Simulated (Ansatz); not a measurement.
Relaxation of ClGaH$_{3}$NO (7 atoms, charge 0, multiplicity 1), to a largest force component of 0.02 eV/Å in at most 40 steps.

Computed with RKS PBE/def2-SVP (Ansatz 0.2.0).

```xyz
7
Properties=species:S:1:pos:R:3
Ga 0.000 0.000 0.000
O 0.000 0.000 1.790
H -0.909 -0.281 2.127
Cl 1.940 0.000 -1.120
N -1.671 0.000 -0.965
H -2.340 -0.816 -0.866
H -1.920 0.816 -1.594
```

**Question.** Where does it end, and by what steps?

**Answer.** The forces met the threshold. After 7 steps the energy has fallen by 0.561 eV; H7 moved furthest, 0.83 Å.

| step | energy less start (eV) | largest force component (eV/Å) | accepted |
| --- | --- | --- | --- |
| 0 | 0.0000 | 1.636 | yes |
| 1 | -0.2835 | 1.908 | yes |
| 2 | -0.4198 | 1.286 | yes |
| 3 | -0.5240 | 0.270 | yes |
| 4 | -0.5428 | 0.145 | yes |
| 5 | -0.5563 | 0.248 | yes |
| 6 | -0.5593 | 0.064 | yes |
| 7 | -0.5607 | 0.012 | yes |

```xyz
7
Properties=species:S:1:pos:R:3
Ga -0.096 0.000 -0.018
O 0.048 -0.299 1.748
H -0.825 -0.353 2.178
Cl 1.766 0.339 -1.046
N -1.664 0.177 -0.936
H -2.512 -0.285 -0.597
H -1.619 0.139 -1.957
```

Whether the end is a true minimum wasn't checked by a vibrational analysis.

Time of the run: 23 s on 1 thread of Arm Neoverse V2, with other jobs on the host, peak memory 0.14 GiB.
